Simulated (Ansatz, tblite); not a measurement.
Forces on the cluster Ni3⁻ at its PBE0-D4/def2-TZVPD geometry. Charge -1, multiplicity 2.

The xTB rows come from tblite. At PBE0-D4/def2-TZVPD the charge -1 doublet is spin-contaminated (final ⟨S²⟩ up to 2.74, 0.75 for a pure state). At PBE0-D4/def2-TZVPD the highest occupied level of the charge -1 doublet lies above zero (up to 0.17 eV). It is a level of β spin, whose loss leaves a triplet; that state wasn't run at this geometry and level. The electron is either unbound and held by the finite basis, or the level is raised by self-interaction error. The geometry of the doublet was relaxed on an unsound state (⟨S²⟩ 2.74, where a pure state has 0.75). At PBE0-D4/def2-TZVPD a sextet of charge -1 lies 0.28 eV below the doublet, each at its own geometry. The structure comes from a short search, and lower isomers may exist.

GFN1-xTB (tblite), largest force 1.84 eV/Å:

```xyz
3
positions Å, forces eV/Å
Ni    0.070   -0.526    1.299   -0.091    0.689   -1.699
Ni   -0.792    1.129   -0.258    1.035   -1.477    0.337
Ni    0.722   -0.603   -1.041   -0.944    0.788    1.361
```

GFN2-xTB (tblite), largest force 0.17 eV/Å:

```
Ni 0.009 -0.065 0.161
Ni -0.098 0.140 -0.032
Ni 0.090 -0.075 -0.129
```

PBE0-D4/def2-TZVPD (Ansatz), largest force 0.02 eV/Å:

```
Ni -0.001 0.007 -0.017
Ni 0.010 -0.015 0.004
Ni -0.009 0.007 0.013
```
